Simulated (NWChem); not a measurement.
Molecule: HTeI; SMILES [TeH]I

Computed with NWChem. Structure relaxed at the PBE-D3(BJ)/def2-SVP level. def2 effective core potentials on Te, I; no spin-orbit coupling. Ions are spin-unrestricted doublets at the neutral geometry. Hybrids' shares of exact exchange are those that their runs print; pure functionals count as 0. The functionals differ in more than this share.

```
row                                    share of exact exchange  ΔSCF ionisation energy minus −ε(HOMO) (eV)
-------------------------------------  -----------------------  ------------------------------------------
PBE/def2-SVPD                                             0.00                                        2.89
LDA (Slater exchange, VWN5)/def2-SVPD                     0.00                                        2.96
B3LYP/def2-SVPD                                           0.20                                    withheld
M06-2X/def2-SVPD                                          0.54                                        1.01
Hartree-Fock/def2-SVPD                                    1.00                                       -0.84
```

Q: Fit a straight line of the last column on the one before it, predict the withheld value, and compare with the run.

A: 
1. Means of the 4 shown rows: x = 0.385, y = 1.505. Slope Σ(x − x̄)(y − ȳ)/Σ(x − x̄)² = -2.612/0.6987 = -3.739; intercept 2.945.
2. The shown rows scatter about the line by 0.056 (root mean square); the largest residual is +0.08, at M06-2X/def2-SVPD.
3. At x = 0.20 (B3LYP/def2-SVPD; inside the shown range) the line gives 2.20.
4. The run gives 2.26, +0.06 from the line, 1.1 times the scatter. The line crosses zero at a share of 0.79.
